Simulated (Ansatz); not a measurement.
Ansatz (a quantum-chemistry and plane-wave program) input:
A basis named .json is the Basis Set Exchange file of that set.

Ansatz 0.2 input:
```yaml
crystal:
  periodic: [false, false, false]
  atoms:
    - {symbol: Si, position_ang: [0.03859905, -0.00612302, 0.01719722]}
    - {symbol: F, position_ang: [-0.14516355, -0.73927887, 1.42917842]}
    - {symbol: N, position_ang: [1.55601117, -0.58184171, -0.59796249]}
    - {symbol: N, position_ang: [-0.02434200, 1.69298845, 0.11230577]}
    - {symbol: N, position_ang: [-1.27170001, -0.54986584, -0.92761009]}
    - {symbol: H, position_ang: [2.02172364, 0.03653493, -1.26409104]}
    - {symbol: H, position_ang: [-0.82239411, 2.15804930, 0.51783253]}
    - {symbol: H, position_ang: [0.81631946, 2.23404156, 0.23602177]}
    - {symbol: H, position_ang: [-1.49554031, -0.10764501, -1.80405593]}
    - {symbol: H, position_ang: [-1.57380778, -1.51071501, -0.89620642]}
basis:
  gaussian:
    orbitals: aug-cc-pV_D+d_Z.json
magnetization: {spin_polarized: true, initial_magnetization: 1}
correlation: {method: ccsd_t, electrons: outside_noble_gas}
output: {forces: true}
```

Problem. What final total energy does it print?

Solution. -555.67351 Eh (CCSD(T)/aug-cc-pV(D+d)Z). The basis has 169 functions.

It need not be the lowest isomer of its formula.
